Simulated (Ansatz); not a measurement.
`C[S][GeH]([F])[F]` + `CO[SiH](F)[SiH3]` → `C[O][GeH]([F])[F]` + `CS[SiH](F)[SiH3]`  (redistribution)

Gas-phase electronic energies from Ansatz, PBE0-D4/def2-TZVP geometries. CCSD(T)/CBS adds triple-zeta CCSD(T) − MP2 to the extrapolated MP2 energy (def2 sets, frozen cores). DFT in def2-TZVPP. B3LYP here is the variant with VWN-RPA as its local correlation; programs differ in this. For Ge outer-core shells are correlated without core-valence functions, which leaves a few kJ/mol of doubt a bond. Scalar relativity is left out up to krypton. Each species was taken in one conformer, which may not be the lowest.

Q: Is it downhill or uphill in electronic energy at CCSD(T)/CBS, and by how much? (Best estimate.)

A: The calculation gave: Uphill: ΔE = +0.43 eV.

Q: What do these levels give: r2SCAN-D4, B3LYP-D4, ωB97M-V, B3LYP, SCS-MP2/def2-TZVPP, HF/def2-QZVPP? (An estimate is asked.)

A: The calculation gave: r2SCAN-D4 0.43, B3LYP-D4 0.48, ωB97M-V 0.45, B3LYP 0.50, SCS-MP2/def2-TZVPP 0.42, HF/def2-QZVPP 0.51 eV.

Largest T1 diagnostic among the species: 0.012.

In def2-TZVPP, CCSD(T) changes the Hartree–Fock value by −0.08 eV (the triples alone add −0.02 eV) and MP2 by −0.10 eV.
